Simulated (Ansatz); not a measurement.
One change: `[CH3][Ge]([CH3])([OH])[F]` becomes `[CH3][Ge]([NH2])([OH])[F]`.

Ansatz, PBE0-D4/def2-TZVP geometries, multiplicity 1. Each molecule was computed in one conformer, which needn't be the lowest.

Scalar relativity is left out up to krypton.

```json
{"property": "LUMO energy (PBE/def2-TZVPP) / eV", "`[CH3][Ge]([CH3])([OH])[F]`": "-0.31"}
{"property": "LUMO energy (PBE0/def2-TZVPP) / eV", "`[CH3][Ge]([CH3])([OH])[F]`": "0.56"}
{"property": "size of the dipole moment (ωB97M-V/def2-TZVPP) / D", "`[CH3][Ge]([CH3])([OH])[F]`": "2.30"}
{"property": "HOMO energy (PBE0/def2-TZVPP) / eV", "`[CH3][Ge]([CH3])([OH])[F]`": "-8.50"}
{"property": "LUMO energy (B3LYP/def2-TZVPP) / eV", "`[CH3][Ge]([CH3])([OH])[F]`": "0.18"}
{"property": "HOMO energy (PBE/def2-TZVPP) / eV", "`[CH3][Ge]([CH3])([OH])[F]`": "-6.98"}
```

**Question.** Give the same properties after the change, and the shifts. (Estimate.)

**Answer.** Computed: 
```json
{"property": "LUMO energy (PBE/def2-TZVPP) / eV", "`[CH3][Ge]([NH2])([OH])[F]`": "-0.51", "shift": "-0.20"}
{"property": "LUMO energy (PBE0/def2-TZVPP) / eV", "`[CH3][Ge]([NH2])([OH])[F]`": "0.38", "shift": "-0.18"}
{"property": "size of the dipole moment (ωB97M-V/def2-TZVPP) / D", "`[CH3][Ge]([NH2])([OH])[F]`": "2.26", "shift": "-0.04"}
{"property": "HOMO energy (PBE0/def2-TZVPP) / eV", "`[CH3][Ge]([NH2])([OH])[F]`": "-7.80", "shift": "0.70"}
{"property": "LUMO energy (B3LYP/def2-TZVPP) / eV", "`[CH3][Ge]([NH2])([OH])[F]`": "0.00", "shift": "-0.18"}
{"property": "HOMO energy (PBE/def2-TZVPP) / eV", "`[CH3][Ge]([NH2])([OH])[F]`": "-6.29", "shift": "0.69"}
```

With PBE0 the HOMO rises by 0.70 eV and the LUMO falls by 0.18 eV, so the gap narrows by about 0.88 eV. PBE moves the HOMO by 0.69 eV and ωB97M-V by 0.55 eV. Dipoles are sizes alone; their direction can turn.

B3LYP here is the variant with VWN-RPA as its local correlation; programs differ in this.
